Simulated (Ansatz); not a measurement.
CH$_{7}$FOSSi$_{2}$, SMILES `CO[SiH2]S[SiH2]F`. The species carries charge 0 and has multiplicity 1.

```csv
atom,x (Å),y (Å),z (Å)
C1,0.972,1.552,0.979
O2,0.771,1.705,-0.412
Si3,-0.152,0.719,-1.322
S4,0.584,-1.301,-1.353
Si5,-0.704,-2.147,0.092
F6,-0.423,-1.528,1.542
H7,1.539,2.414,1.332
H8,0.021,1.509,1.519
H9,1.536,0.640,1.195
H10,-1.547,0.664,-0.808
H11,-0.071,1.241,-2.700
H12,-0.401,-3.593,0.143
H13,-2.126,-1.875,-0.209
```

(1) List the harmonic frequencies (cm⁻¹, unscaled) at PBE0-D4/def2-TZVP in Ansatz. (Best estimate.)

(2) Is this a minimum?

(3) Give the ideal-gas thermochemistry at 298.15 K and 1 bar (rigid rotor, harmonic oscillator; point group C1, symmetry number 1).

(4) And at 400, 500, 600, 800 and 1000 K?

(5) Rotational constants (cm⁻¹)?

Results:

(1) Ansatz gave: 35, 57, 88, 99, 143, 187, 252, 290, 483, 525, 582, 649, 740, 757, 790, 863, 867, 917, 935, 954, 1152, 1181, 1216, 1481, 1492, 1498, 2210, 2258, 2269, 2279, 3031, 3101, 3137.

(2) Yes, all 33 modes are real.

(3) Zero-point energy 218.4 kJ/mol; H(298) − E = 245.9 kJ/mol; entropy 414.1 J/(mol·K), of which translation 170.7, rotation 121.2, vibration 122.2; G(298) − E = 122.4 kJ/mol. Modes under 100 cm⁻¹ are hindered rotations or soft bends, so the harmonic entropy is rough.

(4) 
```csv
T (K),H − E (kJ/mol),S (J/mol/K),G − E (kJ/mol)
400,261.4,458.5,78.0
500,278.9,497.6,30.1
600,298.4,533.0,-21.4
800,341.7,595.2,-134.4
1000,389.5,648.4,-258.9
```

(5) 0.08454, 0.04396, 0.03317.
